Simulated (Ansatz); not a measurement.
The inner images of a band of Cl3FH2OZr (8 atoms, charge 0, multiplicity 1) are given out of order.

Computed with RHF/def2-SVP (Ansatz 0.2.0).

First end point:

```xyz
8
Properties=species:S:1:pos:R:3
Zr -0.019 0.017 -0.015
F 0.282 0.055 1.870
Cl 2.253 -0.004 -0.696
Cl -0.807 2.045 -0.972
Cl -0.805 -1.943 -1.147
O -2.130 -0.177 1.019
H -2.936 -0.528 0.662
H -2.205 -0.093 1.962
```

Last end point:

```xyz
8
Properties=species:S:1:pos:R:3
Zr -0.473 -0.093 -0.297
F -0.372 0.998 1.925
Cl 1.735 -0.783 0.257
Cl -0.731 2.142 -1.067
Cl -0.970 -1.382 -2.222
O -1.872 -0.736 0.887
H -2.597 -1.341 0.901
H -1.086 0.565 2.300
```

Put them in order from the first end to the last, with their energies above the first end.
A.
```xyz
8
Properties=species:S:1:pos:R:3
Zr -0.066 0.106 -0.036
F 0.198 0.417 1.835
Cl 2.217 -0.265 -0.556
Cl -0.681 2.148 -1.060
Cl -0.991 -1.735 -1.301
O -2.092 -0.298 1.054
H -2.774 -0.892 0.766
H -2.178 -0.110 1.981
```
B.
```xyz
8
Properties=species:S:1:pos:R:3
Zr -0.363 0.050 -0.211
F -0.479 0.890 1.823
Cl 1.873 -0.642 0.083
Cl -0.579 2.180 -1.204
Cl -1.128 -1.393 -1.932
O -1.827 -0.641 1.095
H -2.551 -1.243 1.175
H -1.312 0.170 1.855
```
C.
```xyz
8
Properties=species:S:1:pos:R:3
Zr -0.132 0.182 -0.077
F 0.048 0.785 1.741
Cl 2.128 -0.471 -0.351
Cl -0.585 2.192 -1.231
Cl -1.149 -1.526 -1.475
O -1.977 -0.476 1.134
H -2.648 -1.104 0.898
H -2.050 -0.211 2.044
```
D.
```xyz
8
Properties=species:S:1:pos:R:3
Zr -0.439 -0.034 -0.263
F -0.442 0.916 1.939
Cl 1.810 -0.675 0.136
Cl -0.629 2.176 -1.103
Cl -1.085 -1.382 -2.091
O -1.841 -0.689 0.978
H -2.565 -1.295 1.008
H -1.175 0.353 2.078
```
E.
```xyz
8
Properties=species:S:1:pos:R:3
Zr -0.227 0.194 -0.153
F -0.213 0.977 1.636
Cl 1.989 -0.616 -0.070
Cl -0.561 2.216 -1.326
Cl -1.193 -1.387 -1.715
O -1.857 -0.617 1.162
H -2.567 -1.245 1.160
H -1.737 -0.151 1.988
```

A (+0.03 eV), C (+0.10 eV), E (+0.23 eV), B (+1.21 eV), D (+0.96 eV).

The run took 5.6 min on 2 threads of Arm Neoverse V1, on a shared host, peak memory 0.33 GiB.
